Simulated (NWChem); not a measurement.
Species: CH$_{3}$NO$_{3}$Si; SMILES O=C=N[SiH](O)O

```xyz
9

Si    -0.0560     0.9494     0.4355
O     -1.4752     1.5260    -0.2029
O      1.2310     1.7968    -0.2021
N      0.2189    -0.7238     0.0434
C      0.1326    -1.9278    -0.0668
O      0.0818    -3.1012    -0.1947
H     -0.2010     1.0813     1.9085
H     -1.4755     1.6603    -1.1672
H      2.0091     1.2521    -0.4121
```
Atoms are numbered in this order, from 1.

All runs: NWChem. Pople sets run with spherical d functions. All runs use the structure optimised with PBE-D3(BJ)/def2-SVP. Vzz is the largest principal value of the second derivative of the potential at the nucleus (NWChem prints the opposite sign); η is the asymmetry. Non-relativistic.

For level CAM-B3LYP/6-31G*:

```
Item           Result
-------------  ------
Vzz O2 (a.u.)   1.355
Vzz O3 (a.u.)   1.379
Vzz O6 (a.u.)   0.826
```

What are these values for level Hartree-Fock/def2-SVP?


| Property | Result |
|---|---|
| Vzz O2 (a.u.) | 1.500 |
| Vzz O3 (a.u.) | 1.519 |
| Vzz O6 (a.u.) | 0.866 |
